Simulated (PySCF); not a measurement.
# Polarisability as a sum over states

Species: C5H7N3Si.
Structure used (GFN2-xTB), in Å, numbered top down from 1:
```
atom  x, y, z in Å
C1     3.6711    0.2745   -0.1094
C2     2.7133   -0.2683   -0.5767
C3     1.5198   -0.9100   -1.1005
N4     0.3981   -0.6882   -0.2275
N5     0.1415   -1.4644    0.7985
C6    -0.9262   -0.9238    1.3582
C7    -1.2978    0.2140    0.6204
Si8   -2.7105    1.4192    0.8515
N9    -0.4224    0.3195   -0.3774
H10    4.5230    0.7431    0.2848
H11    1.2715   -0.4897   -2.0797
H12    1.6850   -1.9890   -1.1787
H13   -1.3797   -1.3473    2.2299
H14   -3.0014    1.4701    2.2877
H15   -2.3082    2.7288    0.3460
H16   -3.8848    0.9204    0.1288
```

Computed with PySCF, TDDFT PBE0/def2-SVPD, vertical, gas phase, core orbitals frozen in the response.

Computed singlets:

```
state  E (eV)       f
   S1    6.21  0.0037
   S2    6.31   0.233
   S3    6.39  0.0012
   S4    6.85   0.010
   S5    6.90   0.011
   S6    6.96  0.0078
   S7    7.13   0.011
   S8    7.17  0.0069
```

Task: Build the mean polarisability up from these states and compare it with the full response value.

Result: Each state adds f / ΔE² (ΔE in hartree, 27.2114 eV).

```csv
state,f/ΔE² (au),running sum (au),running share of α (%)
S1,0.07,0.07,0.1
S2,4.34,4.41,4.3
S3,0.02,4.43,4.3
S4,0.16,4.59,4.5
S5,0.17,4.76,4.7
S6,0.12,4.88,4.8
S7,0.16,5.04,4.9
S8,0.10,5.14,5.0
```

The full response gives 102.29 au (15.16 Å³), so 97.1 au comes from the higher roots of the same equations.

Task: By how much does the contribution of these states grow at 1064 nm?

Result: With ω = 0.0428 hartree each state's term in the mean polarisability goes from f / ΔE² to f / (ΔE² − ω²); the sum over all 8 states goes from 5.14 to 5.32 au, a rise of 0.18 au.

The largest single term belongs to S2, which also has the largest f.

One conformer stands for the species.
